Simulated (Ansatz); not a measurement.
Total energies of the cluster B₁₃⁺ (the lowest singlet isomer of a short search) from Ansatz at PBE0-D4/def2-TZVP, gas phase (1 Eh = 27.2114 eV = 2625.5 kJ/mol). The reference geometry is relaxed at r2SCAN-D4/def2-SVP.

```xyz
13

B    -1.6281   -0.1389   -0.8980
B    -0.3360   -1.3415    1.4771
B    -1.6146   -0.7348    0.6014
B    -0.7278    0.3153    1.5822
B    -0.9850    1.4476   -0.9657
B     1.2476   -0.1169   -1.3915
B    -0.2793    0.1522   -1.8373
B    -1.6572    0.9405    0.4209
B     0.8903   -0.0782    1.2545
B     1.8252   -0.8737   -0.0256
B     1.0677   -1.8173    0.9695
B     0.6243    1.4334   -1.1676
B     1.5729    0.8122   -0.0198
```

```tsv
state	geometry	energy (Eh)
charge 1 singlet	reference	-322.15505
charge 0 doublet	reference	-322.40444
charge 1 triplet	relaxed at r2SCAN-D4/def2-SVP	-322.11514
charge 1 quintet	relaxed at r2SCAN-D4/def2-SVP	-322.05951
```

(1) Work out the vertical electron affinity, to the doublet.

(2) Which of the charge 1 states is lowest, and how far above it are the others?

(1) E(charge 1 singlet) − E(charge 0 doublet) = -322.15505 − (-322.40444) = 0.24939 Eh = 6.79 eV.

(2) The singlet. triplet: -322.11514 − (-322.15505) = 0.03991 Eh = 104.8 kJ/mol; quintet: -322.05951 − (-322.15505) = 0.09554 Eh = 250.8 kJ/mol. The quintet differs in its bonds from the reference.

The structure comes from a short search, and lower isomers may exist.
